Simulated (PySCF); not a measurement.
From PBE0 to CCSD(T): MPb along the third period

PBE0 and CCSD(T) in PySCF with def2-SVP on every atom (core potentials on Pb), for the lowest determinant that a PBE0 search found; no spin–orbit coupling.

| molecule | state (unpaired electrons) | PBE0 Re (Å) | PBE0 ωe (cm⁻¹) | PBE0 De (eV) | CCSD(T) Re (Å) | CCSD(T) ωe (cm⁻¹) | CCSD(T) De (eV) |
| --- | --- | --- | --- | --- | --- | --- | --- |
| NaPb | quartet (σ ↑, π ↑↑) | 2.968 | 165 | 1.06 | ? | ? | ? |
| MgPb | triplet (π ↑↑) | 2.833 | 202 | 0.85 | 2.881 | 192 | 0.63 |
| AlPb | quartet (σ ↑, π ↑↑) | 2.715 | 248 | 2.11 | 2.735 | 246 | 1.85 |
| SiPb | triplet (π ↑↑) | 2.592 | 324 | 2.54 | 2.620 | 308 | 2.04 |
| PbS | singlet (closed shell) | 2.308 | 451 | 4.47 | 2.343 | 417 | 4.00 |
| PbCl | doublet (π ↑) | 2.490 | 324 | 3.69 | 2.499 | 324 | 3.15 |

(1) Estimate the CCSD(T) values of NaPb by adding the mean shift from PBE0 to CCSD(T) of the other rows, and compare with the calculation.

(2) What are the mean differences of PBE0 from CCSD(T) over the whole series?

In a basis of this size CCSD(T) is itself not converged; it tends to give bonds that are too long and too weak.

Correlated steps freeze the inner cores (5 to 9 orbitals); shallow outer-core shells are correlated. UHF and ROHF references stand side by side, which adds small steps between rows. Correlated levels converge slowly with the basis: in double zeta they bind strong bonds too weakly, by up to about 1 eV, and carry superposition errors of some tenths. Spin–orbit coupling is left out, which matters for elements this heavy, above all for dissociation energies. Where the molecule has an RHF reference, its open-shell atoms are computed with UHF. The CCSD T1 diagnostic is raised in PbS, a sign that a single reference may not be enough there. States were picked by a PBE0 search and need not be the measured ground states.

Results:

(1) The mean shifts are +2.8 pm, -12 cm⁻¹ and -0.40 eV, which give 2.996 Å, 153 cm⁻¹ and 0.66 eV. CCSD(T)/def2-SVP gives Re = 3.000 Å, ωe = 170 cm⁻¹, De = 1.05 eV.

(2) Re -2.9 pm, ωe +10 cm⁻¹, De +0.33 eV.
